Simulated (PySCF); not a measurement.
Compound: C₄H₉BO₃.
Numbering: `[CH3:1][O:2][C@H:3]1[CH2:4][CH2:5][O:6][BH:7][O:8]1`

Geometry (PBE0-D3(BJ)/def2-SVP, Å), atoms numbered from 1 in this order:
```xyz
17
C4H9BO3 angstrom
C      2.2389    0.4668    0.8353
O      0.9655   -0.1208    0.8813
C      0.4665   -0.5080   -0.3517
C     -0.8583   -1.2072   -0.1161
C     -1.8638   -0.2022    0.4089
O     -1.9499    0.9265   -0.4395
B     -0.8879    1.2923   -1.1952
O      0.2963    0.6079   -1.1989
H      2.9820   -0.2190    0.3845
H      2.2357    1.4046    0.2560
H      2.5384    0.6822    1.8694
H      1.1924   -1.1683   -0.8656
H     -1.2054   -1.6425   -1.0663
H     -0.7163   -2.0263    0.6038
H     -2.8682   -0.6459    0.4822
H     -1.5635    0.1309    1.4159
H     -0.9922    2.2550   -1.9131
```

NICS is the negative of the GIAO shielding at a point without a nucleus: at the ring centre (0) and 1 Å above and below it (1); zz is the component along the ring normal. Level: GIAO KT3/pcSseg-1 (PySCF, non-relativistic, gas phase) on the PBE0-D3(BJ)/def2-SVP geometry, one conformer.

Ring bond lengths (Å): C3–C4 1.516, C4–C5 1.515, C5–O6 1.415, O6–B7 1.354, B7–O8 1.368, O8–C3 1.411.

Q: Give the NICS values of each ring in ppm.

A: 
```json
{"ring": "C3–C4–C5–O6–B7–O8", "type": "6-membered ring with B and 2 O; formal bonds all single", "NICS(0)": "-1.0", "NICS(1), two faces": "-1.9 / -0.7", "NICS(1)zz, two faces": "0.3 / 1.7", "rms pucker (Å)": "0.19", "centre to ring atoms, mean (Å)": "1.40"}
```

Q: What can be read from them?

A: 
- C3–C4–C5–O6–B7–O8: mean NICS(1)zz 1.0 ppm, near zero. C3, C4, C5 have four or more neighbours; no verdict on aromaticity is drawn.

Q: What are the shieldings of the ring atoms and their hydrogens in the same run (means over atoms taken as equivalent)?

A: 
```
atoms                     environment  σ isotropic (ppm)  principal values of the symmetric part, first atom (ppm)
   C3  sp3 carbon bearing two oxygens               88.1                                         66.4, 85.3, 112.5
   C4                 ring CH2 carbon              147.1                                       136.0, 150.7, 154.8
   C5      sp3 carbon bound to oxygen              123.5                                       100.7, 105.9, 163.8
   O6              boron-bound oxygen              189.8                                        64.9, 179.8, 324.6
   B7          three-coordinate boron               80.3                                          64.5, 80.4, 96.0
   O8              boron-bound oxygen              158.1                                        20.3, 142.8, 311.1
  H12                methine hydrogen              26.64                                          24.1, 25.2, 30.5
  H13              methylene hydrogen              29.53                                          26.2, 27.6, 34.8
  H14              methylene hydrogen              29.68                                          26.2, 28.1, 34.7
  H15              methylene hydrogen              27.58                                          23.3, 26.8, 32.7
  H16              methylene hydrogen              26.95                                          23.8, 26.0, 31.1
  H17                    B–H hydrogen              27.28                                          24.1, 26.3, 31.4
```

Q: How do the values depend on the level or the medium?

A: 
| level | NICS(0), C3–C4–C5–O6–B7–O8 | mean NICS(1)zz, C3–C4–C5–O6–B7–O8 |
| --- | --- | --- |
| KT3/pcSseg-1, gas | -1.0 | 1.0 |
| PBE0/pcSseg-1, gas | -1.4 | 0.6 |
| PBE0/pcSseg-1, IEF-PCM acetone | -1.3 | 0.7 |
| PBE0/pcSseg-1, IEF-PCM chloroform | -1.4 | 0.7 |

The geometry is the same throughout; the continuum's cavity takes Bondi-type radii × 1.2.
